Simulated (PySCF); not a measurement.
## Spinor energies of Hg³⁺ (mercury, charge +3)

Start: [Xe] 4f14 5d8 6p1; 5d3/2 filled at m_j = -1/2, +1/2, +3/2; 5d5/2 filled at m_j = -3/2, -1/2, +1/2, +3/2, +5/2; 6p3/2 filled at m_j = +3/2. Calculated with PySCF 2.14 in x2c-TZVPall-2c with one added diffuse shell each of s, p, d type (12s12p11d2f, 117 functions): generalised Hartree-Fock with the X2C-1e Hamiltonian and a Gaussian nucleus; spin-orbit coupling (SO) screened by Boettger's factors. This is a chosen level, not necessarily the ground level.

```tsv
spinor shell	electrons	ε, screened SO (eV)	weight of nominal j (screened SO)	rms radius, screened SO (bohr)
1s1/2	2	-83579.0	1.000	0.0187
2s1/2	2	-14996.8	1.000	0.0755
2p1/2	2	-14366.2	1.000	0.0639
3s1/2	2	-3659.2	1.000	0.193
3p1/2	2	-3376.2	1.000	0.184
3p3/2	4	-2937.2	1.000	0.201
3d3/2	4	-2474.3	1.000	0.176
3d5/2	6	-2380.6	1.000	0.180
4s1/2	2	-873.76	1.000	0.424
4p1/2	2	-751.45	1.000	0.429
4p3/2	4	-643.92	1.000	0.463
4d3/2	4	-443.76	1.000	0.475
4d5/2	6	-422.80	1.000	0.486
5s1/2	2	-178.62	1.000	0.964
4f5/2	6	-162.51	0.998	0.525
4f7/2	8	-158.19	0.999	0.526
5p1/2	2	-136.74	0.996	1.04
5p3/2	4	-115.70	0.998	1.12
5d5/2	5	-54.540	0.746	1.45
5d3/2	3	-56.210	0.891	1.42
6p3/2	1	-28.368	1.000	2.99
```

(1) Where does 2p3/2 lie, and what is the 2p spin-orbit splitting (screened SO)?

```
   quantity   screened SO
E (hartree)  -19636.85914
        M_J          11/2
       ⟨J²⟩        35.760
       ⟨L²⟩        20.648
       ⟨S²⟩         3.781
```

Each row is a mean over spinors that exchange with the open shell spreads, by up to 8.171 eV (5p3/2).

Rows whose weight is well below 1 are mixtures of j = l ± 1/2: exchange outweighs spin-orbit coupling there, and the label is only the starting occupation.

Breit and QED terms are absent; they matter most for the inner s and p1/2 levels.

Densities and radii are taken from the X2C orbitals without a picture-change correction, which distorts them close to the nucleus.

Answers

(1) At -12413.0 eV, 1953.2 eV above 2p1/2.
